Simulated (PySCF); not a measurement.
C7H8FNSi.
SMILES: `CC#Cc1c(F)ccn1[SiH3]`

Computed with PySCF at PBE0/pcSseg-1, non-relativistic, on one gas-phase PBE0-D3(BJ)/def2-SVP geometry that isn't relaxed in the solvent. The solvent is an IEF-PCM continuum (cavity from Bondi-type radii × 1.2). The model holds no explicit solvent molecules, cavitation or dispersion.

| run | E − E(gas) (kcal/mol) | HOMO (eV) | HOMO–LUMO gap (eV) | dipole (D) |
| --- | --- | --- | --- | --- |
| gas | 0.00 | -5.92 | 5.62 | 2.74 |
| P | -5.03 | -6.09 | 5.68 | 3.61 |
| Q | -3.48 | -6.02 | 5.66 | 3.35 |

The runs were made in chloroform and water. Which run belongs to which solvent?

P = water, Q = chloroform. The dielectric constants are 4.711 (chloroform), 78.36 (water), and the energy falls further as ε rises. In this model the ground state sees the solvent through ε alone.

How constant is the ratio of the lowering to (ε − 1)/(2ε + 1)?

```
   solvent  (ε − 1)/(2ε + 1)  E − E(gas) (kcal/mol)  ratio (kcal/mol)  polarisation term (kcal/mol)
chloroform             0.356                  -3.48              -9.8                         -3.97
     water             0.490                  -5.03             -10.2                         -6.07
```

The ratio changes by +4.8 % in size from chloroform to water. The polarisation term is half the interaction of the solute with the induced surface charges.
